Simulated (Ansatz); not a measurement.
CH₆BNSi (`NB1C[SiH2]1`), charge 0, multiplicity 1.

Q: Give a relaxed structure at PBE0-D4/def2-TZVP (Ansatz). (Estimate.)

A: The calculation gave: 
```xyz
10

N    -1.647    0.049    0.974
B    -0.444   -0.039    0.313
C     0.339    0.700   -0.817
Si    1.298   -0.789   -0.117
H    -1.920   -0.590    1.700
H    -2.333    0.760    0.772
H    -0.035    0.634   -1.839
H     0.733    1.694   -0.605
H     1.479   -1.944   -1.029
H     2.530   -0.475    0.648
```
Point group Cs.
This is one stationary point; other conformers may exist.
